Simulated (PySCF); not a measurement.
Electron correlation in Zn³⁺ (zinc, charge +3)

[Ar] 3d9, 2D determinant. Computed with PySCF 2.14 in x2c-TZVPPall (6s5p4d2f1g, 64 functions), with the spin-free X2C one-electron Hamiltonian (Gaussian nucleus). Frozen: [Ar]; 9 electrons correlated.

| level | correlation energy (mhartree) |
| --- | --- |
| CCSD | -294.59 |
| (T) | -4.45 |
| CCSD(T) | -299.04 |

Diagnostics: T1 = 0.0043, D1 = 0.0064, largest double amplitude 0.013.

Is a single reference adequate?

Yes: T1 lies below 0.03 and no double amplitude reaches 0.07.
